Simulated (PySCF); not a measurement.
F2Ge, charge -1, multiplicity 2. Atoms are numbered in the order given.

```xyz
3

Ge     0.0000     0.0000     0.4557
F      0.0000    -1.3965    -0.8101
F      0.0000     1.3965    -0.8101
```
Charge -1, spin multiplicity 2.

Geometry optimised at B3LYP-D3(BJ)/def2-SVPD. The multiplicity is an assumed one; other spin states were not compared. The isomer is the one that the SMILES or the coordinates give; other isomers of the formula were not compared.

The numbers are results of CAM-B3LYP/def2-TZVPD in PySCF, not measurements.

Mulliken values depend strongly on the basis, most of all with diffuse functions as here. ESP charges are fitted to the potential on shells at 1.4 to 2.0 van der Waals radii. Atomic charges (e):

| atom | meta-Löwdin | Mulliken | ESP fit | Mulliken spin |
|---|---|---|---|---|
| Ge1 | 0.22 | 0.13 | -0.34 | 0.90 |
| F2 | -0.61 | -0.56 | -0.33 | 0.05 |
| F3 | -0.61 | -0.56 | -0.33 | 0.05 |
